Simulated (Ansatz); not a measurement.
System: CH$_{2}$BCl$_{2}$O, net charge 0, doublet state. It need not be the lowest isomer of its formula. 
Geometry from a B3LYP-D3(BJ)/def2-TZVP (Ansatz, a first-principles code) optimisation:
```
O
B 1 1.3492
C 1 1.3547 2 127.63
H 3 1.0758 1 115.04 2 -180.00
H 3 1.0781 4 125.44 1 -180.00
Cl 2 1.7541 1 117.74 3 -180.00
Cl 2 1.7634 1 122.12 3 0.00
```
Charge 0, spin multiplicity 2.

Parts of the frozen-core correlation energy in cc-pV(T+d)Z (Ansatz, hartree). Frozen orbitals: 13; correlated occupied orbitals by spin: 15 and 14; virtual: 168 and 169. Open shells are spin-unrestricted. Spin-orbit coupling is left out. No relativistic terms.

```tsv
term	value
reference (HF)	-1057.75639
MP2 opposite-spin	-0.62983
MP2 same-spin	-0.21556
CCSD correlation	-0.89034
(T)	-0.03812
T1 diagnostic	0.015
largest doubles amplitude	0.028
<S^2> of the reference	0.763
```
